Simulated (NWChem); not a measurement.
## Correlation energy of BCl

```xyz
2

B      0.0000     0.0000    -1.3285
Cl     0.0000     0.0000     0.3907
```
Charge 0, spin multiplicity 1.

All runs are NWChem calculations. Structure: optimised with PBE0/def2-SVP, a minimum by its harmonic frequencies.

Basis set: cc-pVQZ. Each correlation energy counts from its own Hartree-Fock reference.

The correlated methods keep 6 core orbitals frozen. The structure started from a generated list of species. Coupled-cluster values serve here as a point of comparison, not as the truth.

Task: One of these methods gave a correlation energy of -283.1 mHa. Which?
A. CR-CCSD[T]
B. RI-MP2
C. SCS-MP2
D. CCSD

Result: B, RI-MP2. The others give -285.1 (SCS-MP2), -322.9 (CR-CCSD[T]), -310.1 (CCSD).
